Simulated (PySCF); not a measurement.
LDA on P⁺ (phosphorus, charge +1), [Ne] 3s1 3p2 3d1, one real determinant (an excited configuration). Computed with PySCF 2.14 in aug-cc-pCVTZ-DK with one added diffuse shell each of s, p, d, f type (9s8p6d4f, 91 functions), with the spin-free X2C one-electron Hamiltonian (Gaussian nucleus).

```
cycle= 1 E= -339.794547133525  delta_E= -0.0189  |g|= 0.043  |ddm|= 0.551
cycle= 2 E= -339.796010483075  delta_E= -0.00146  |g|= 0.022  |ddm|= 0.525
cycle= 3 E= -339.796200299834  delta_E= -0.00019  |g|= 0.0039  |ddm|= 0.0683
cycle= 4 E= -339.796225650563  delta_E= -2.54e-05  |g|= 0.00202  |ddm|= 0.0839
cycle= 5 E= -339.796230063091  delta_E= -4.41e-06  |g|= 0.000162  |ddm|= 0.0172
cycle= 6 E= -339.796230074967  delta_E= -1.19e-08  |g|= 1.81e-05  |ddm|= 0.000662
cycle= 7 E= -339.796230075774  delta_E= -8.07e-10  |g|= 1.86e-06  |ddm|= 0.000458
converged SCF energy = -339.796230075774  <S^2> = 6.0000484  2S+1 = 5.0000194
```

Highest occupied orbital energy: -6.863 eV; ⟨L²⟩ = 6.41; populations by l: s 5.27, p 8.00, d 0.73, f 0.00.

(1) Can this result be used?

Results:

(1) Not for this state. The calculation finished and met its thresholds. ⟨L²⟩ = 6.41 against 12 for a pure F term, so this real determinant mixes terms. The outer electron is Rydberg-like, and this basis confines it to a smaller radius and binds it less than a complete one would. The s, p, d and f populations moved away from the nominal configuration during the SCF.
